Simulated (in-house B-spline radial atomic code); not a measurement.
Atomic self-consistent-field run: the nickel ion Ni³⁺. Computed with an all-electron radial atomic-structure program (B-spline basis): scalar-relativistic (X2C) B3LYP, spin-polarised, spherical fractional occupations, exact exchange averaged over the configuration, Fermi nucleus of rms radius 3.7757 fm.

Command:
```bash
python run_scf.py task.json out
```
Settings (nuclear radius in fm, mass in u):
```
Z                28
configuration    [Ar] 3d7
hamiltonian      x2c
method           b3lyp
spin_polarised   True
nucleus          fermi
rms_radius       3.7757
atomic_mass      57.93534
speed_of_light   137.035999084
exact_exchange   averaged over the configuration
```

Output (hartree, bohr):
```
 radial grid: 68 intervals, B-splines of order 8, outer radius 18.6486 bohr

 iter        energy (Eh)    residual
    1       -1503.440914    6.08e-01
    2       -1509.303896    7.09e-01
    3       -1517.975571    1.19e-01
    4       -1518.333203    2.07e-02
    5       -1518.342124    3.85e-03
    6       -1518.342306    2.58e-03
    7       -1518.342450    8.15e-04
    8       -1518.342467    1.55e-05
    9       -1518.342467    7.03e-07
   10       -1518.342467    3.95e-08

 total energy                     -1518.34247
 kinetic                            1542.5867
 electron-nucleus                  -3611.4533
 Hartree                             613.1814
 exact exchange                      -12.1476
 exchange-correlation                -50.5097

 orbital      occ     eigenvalue          <r>       <r^2>       <1/r>       r_max
 1s up      1.000      -304.4829    0.0537525  0.00389892     28.5275     0.03502
 1s down    1.000      -304.4828     0.053752  0.00389883     28.5276     0.03502
 2s up      1.000       -38.0964     0.244677   0.0707272     6.13965      0.2045
 2s down    1.000       -38.0203     0.244357   0.0705268     6.14799      0.2044
 2p up      3.000       -32.9649     0.215335   0.0569389      5.9603      0.1647
 2p down    3.000       -32.9018      0.21495   0.0567089     5.96831      0.1646
 3s up      1.000        -5.7956     0.734418    0.621928     1.94289      0.6379
 3s down    1.000        -5.6299     0.736972     0.62658     1.93404      0.6387
 3p up      3.000        -4.2914     0.767579    0.692722     1.79317      0.6446
 3p down    3.000        -4.1155     0.772314     0.70208     1.78095      0.6459
 3d up      5.000        -1.8801     0.885011    0.988967     1.46811      0.6174
 3d down    2.000        -1.7483     0.909269     1.05231     1.44125       0.623
```

Run time, properties included: 0.5 s on 1 thread of Arm Neoverse V1 (shared host).

One-electron X2C: radii and densities carry no picture-change correction, so inner-shell <1/r> comes out high (for 1s by about 2 % at Z = 33, 5 % at 54, 10 % at 75, 30 % at 118) and <r> low.
